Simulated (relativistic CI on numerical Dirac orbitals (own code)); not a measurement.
Calculated at this level of theory: Dirac-Coulomb-Breit CI, separate exchange-only KLI orbitals for each configuration, a model potential for QED, unscaled Slater integrals (own radial code, finite nucleus).

Configurations in the expansion (outside the closed core [Ne]): 3s2, 3s 3p, 3p2, 3s 3d, 3d2, 3p 3d, 3p 4s, 3d 4s, 3s 4s, 3s 4p, 3s 4d, 3s 4f, 3s 5s, 3s 5p, 3s 5d, 3s 5f, 4s2, 3s 5g, 3s 6s, 3s 6p, 3s 6d. Levels of other configurations are missing.

At this charge energies of transitions that change n are usually good to better than 1 %, and those within a shell (Δn = 0) to a few per cent.

Outline of the computed level scheme of Te XLI. Lowest level of each configuration: 3s2 1S_0 at 0.00 eV; 3s 3p 3P°_0 at 81.87 eV; 3p2 3P_0 at 197.52 eV; 3s 3d 3D_1 at 291.11 eV; 3p 3d 3F°_2 at 379.63 eV; 3d2 3F_2 at 589.54 eV; 3s 4s 3S_1 at 1356.62 eV; 3s 4p 3P°_0 at 1399.62 eV; 3p 4s 3P°_0 at 1455.39 eV.

Some strong electric-dipole decays among the lowest 43 levels: 3s 4p 1P°_1 → 3s2 1S_0 (1.0e+13 s⁻¹); 3s 4s 1S_0 → 3s 3p 1P°_1 (8.9e+12 s⁻¹); 3s 4s 3S_1 → 3s 3p 3P°_2 (6.5e+12 s⁻¹); 3s 4p 3P°_1 → 3s2 1S_0 (6.2e+12 s⁻¹); 3p 4s 3P°_1 → 3p2 1D_2 (4.0e+12 s⁻¹); 3s 4s 3S_1 → 3s 3p 3P°_1 (2.8e+12 s⁻¹); 3p 4s 3P°_1 → 3p2 3P_0 (2.0e+12 s⁻¹); 3s 4p 3P°_2 → 3s 3d 3D_3 (1.7e+12 s⁻¹).

LS names give the leading component of a level, which can be under half, so a name can repeat, a term be missing and a line seem to break the LS rules.
